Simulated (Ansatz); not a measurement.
`[CH3][GeH2][B](O)O`, 12 atoms. Total charge 0; spin multiplicity 1. Correlated methods include outer-core shells of Ge, which these sets cover unevenly. Scalar relativity is left out up to krypton. All runs use 4 threads of a server CPU on a shared host. Correlated methods freeze the cores.

Task: Give the basis size and wall time and peak host memory of each of these runs in Ansatz. RKS PBE0-D4/def2-TZVP relaxation (8 steps); RHF-CCSD(T)/def2-TZVPP energy; RKS PBE0-D4/def2-SVP energy; RKS PBE0-D4/def2-QZVPP energy; RKS ωB97M-V/def2-SVP energy; RKS B3LYP-D4/def2-TZVPP energy and forces; RKS SPW92 (LDA)/def2-TZVPP energy; RKS ωB97M-V/def2-QZVPP energy; RKS r2SCANh-D4/def2-TZVPP energy; RHF-MP2/def2-QZVPP energy; RKS PBE-D4/def2-TZVPP energy and forces; RHF-CCSD(T)/def2-SVP energy. (An estimate is asked.)

Result: Ansatz gave: Other jobs shared the machine, so times are rough.

```json
{"level": "RKS PBE0-D4/def2-SVP", "job": "energy", "functions": "123", "wall time": "1.5 s", "peak host memory (GiB)": "0.29"}
{"level": "RKS SPW92 (LDA)/def2-TZVPP", "job": "energy", "functions": "270", "wall time": "1.8 s", "peak host memory (GiB)": "0.36"}
{"level": "RKS ωB97M-V/def2-SVP", "job": "energy", "functions": "123", "wall time": "3.5 s", "peak host memory (GiB)": "0.44"}
{"level": "RKS PBE-D4/def2-TZVPP", "job": "energy and forces", "functions": "270", "wall time": "3.6 s", "peak host memory (GiB)": "0.36"}
{"level": "RKS r2SCANh-D4/def2-TZVPP", "job": "energy", "functions": "270", "wall time": "4.2 s", "peak host memory (GiB)": "0.78"}
{"level": "RKS B3LYP-D4/def2-TZVPP", "job": "energy and forces", "functions": "270", "wall time": "6.5 s", "peak host memory (GiB)": "0.82"}
{"level": "RHF-CCSD(T)/def2-SVP", "job": "energy", "functions": "123", "wall time": "8.5 s", "peak host memory (GiB)": "0.81"}
{"level": "RKS PBE0-D4/def2-QZVPP", "job": "energy", "functions": "527", "wall time": "9.5 s", "peak host memory (GiB)": "2.2"}
{"level": "RKS ωB97M-V/def2-QZVPP", "job": "energy", "functions": "527", "wall time": "22 s", "peak host memory (GiB)": "2.6"}
{"level": "RHF-MP2/def2-QZVPP", "job": "energy", "functions": "527", "wall time": "29 s", "peak host memory (GiB)": "3.7"}
{"level": "RKS PBE0-D4/def2-TZVP", "job": "relaxation (8 steps)", "functions": "214", "wall time": "32 s", "peak host memory (GiB)": "0.65"}
{"level": "RHF-CCSD(T)/def2-TZVPP", "job": "energy", "functions": "270", "wall time": "120 s", "peak host memory (GiB)": "8.3"}
```

B3LYP here is the variant with VWN-RPA as its local correlation; programs differ in this.
